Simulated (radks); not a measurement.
The numbers below are computed, except where a source is named.
Q: Successive ionisation energies (eV) of one element, from differences of total energies of ions in their ground configurations, starting at charge 0: 7.731, 15.650, 34.614, 46.990, 90.568, 117.16, 145.72, 176.10, 208.13, 252.02, 288.70, 326.90, 366.54, 407.50, 529.97, 569.25, 608.59, 661.32, 703.53, 745.50, 836.77, 884.02. Level of theory: scalar-relativistic Kohn-Sham, BLYP, spin-polarised, spherical densities, finite nucleus; open shells are filled with parallel spins first; Fermi nuclear charge, rms radius 4.0742 fm (a radial shooting solver on a logarithmic mesh with Libxc functionals). Which element is it?

A: Germanium (Z = 32). The first species listed is Ge in [Ar] 3d10 4s2 4p2, the last Ge21+ in [Ne] 3s1.
